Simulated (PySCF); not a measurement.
aminosilylcyclopropane (C3H9NSi), SMILES C1CC1[SiH2]N.

The structure is a stationary point at B3LYP-D3(BJ)/def2-SVP. The values are those of a single conformer.

Two levels are set side by side: PBE/def2-TZVP (PySCF) and M06-2X/def2-TZVP (PySCF). Same geometry, gas phase. Differences are taken from unrounded values.

| quantity | M06-2X |
|---|---|
| orbital gap (eV) | 9.68 |
| highest occupied level (eV) | -8.45 |
| lowest empty level (eV) | 1.23 |
| dipole moment (D) | 1.54 |
| mean polarisability (bohr³) | 67.0 |

Q: What does PBE give, and how far is it from M06-2X? (The exact figures need the calculation; the answer reports its results.)

A: 
```csv
quantity,PBE,PBE minus M06-2X
orbital gap (eV),5.52,-4.16
highest occupied level (eV),-5.75,2.71
lowest empty level (eV),-0.23,-1.46
dipole moment (D),1.63,0.09
mean polarisability (bohr³),70.2,3.2
```

PBE's occupied levels lie high since its potential decays too fast outside the molecule; exact exchange lowers them and widens the gap. Loosely held outer electrons make PBE densities more polarisable. Differences between two approximate levels are no errors against the true value.

Rough cost on one machine, each run with all the roots and properties that it gave: M06-2X against PBE about 3 times.
